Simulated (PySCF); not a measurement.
**Ligand-field analysis of Nb3+**

The free ion Nb3+ in its d2 configuration.

Method (PySCF 2.14, density fitting): CASSCF(2,5) with orbitals averaged over all microstates of the shell, strongly contracted NEVPT2 on the averaged canonical orbitals; basis x2c-TZVPall; spin-free X2C; gas phase; spin-orbit coupling by state interaction with the mean-field operator over all roots.

## Spin-free states

```tsv
2S+1	deg.	free-ion term	CASSCF / cm⁻¹	NEVPT2 / cm⁻¹
3	7	3F 1.00	0	0
1	5	1D 1.00	10002	8370
3	3	3P 1.00	11501	9825
1	9	1G 1.00	15370	13780
1	1	1S 1.00	38459	33890
```

Energies are counted from the ground state at NEVPT2 level. Weights follow the labels.

## Ligand-field fit

| cm⁻¹ | CASSCF | NEVPT2 |
| --- | --- | --- |
| B | 767 | 656 |
| C | 3084 | 2797 |

Spin-orbit constant ζ = 631 cm⁻¹.

Spin-orbit levels:

| E / cm⁻¹ | deg. | J | make-up |
| --- | --- | --- | --- |
| 0.0 | 5 | 2 | 0.99 3F |
| 1045.9 | 7 | 3 | 1.00 3F |
| 2277.5 | 9 | 4 | 1.00 3F |
| 9430.6 | 5 | 2 | 0.83 1D + 0.16 3P |
| 10458.9 | 1 | 0 | 1.00 3P |
| 10871.0 | 3 | 1 | 1.00 3P |
| 11902.7 | 5 | 2 | 0.84 3P + 0.16 1D |
| 15172.1 | 9 | 4 | 1.00 1G |
| 35348.5 | 1 | 0 | 1.00 1S |

## Magnetism

The lowest spin-orbit level is 5-fold with J = 2; the next lies at 1045.9 cm⁻¹. μeff is 1.82 μB at 300 K and 1.65 μB at 10 K; the free-ion value g_J√(J(J+1)) for the Hund's-rule level J = 2 is 1.63 μB.

```tsv
T / K	χT / cm³ K mol⁻¹	μeff / μB
2	0.337	1.64
5	0.337	1.64
10	0.338	1.65
20	0.341	1.65
30	0.343	1.66
50	0.347	1.67
75	0.353	1.68
100	0.358	1.69
150	0.369	1.72
200	0.381	1.75
250	0.396	1.78
300	0.415	1.82
```

Powder magnetisation at 2 K: 0.15 μB at 0.5 T, 0.29 μB at 1 T, 0.56 μB at 2 T, 0.76 μB at 3 T, 1.03 μB at 5 T, 1.17 μB at 7 T.

The job took 3.3 s on one thread of Arm Neoverse V1 (shared host), with 63 basis functions, launched as `OMP_NUM_THREADS=1 python lf_run.py task.json out`.
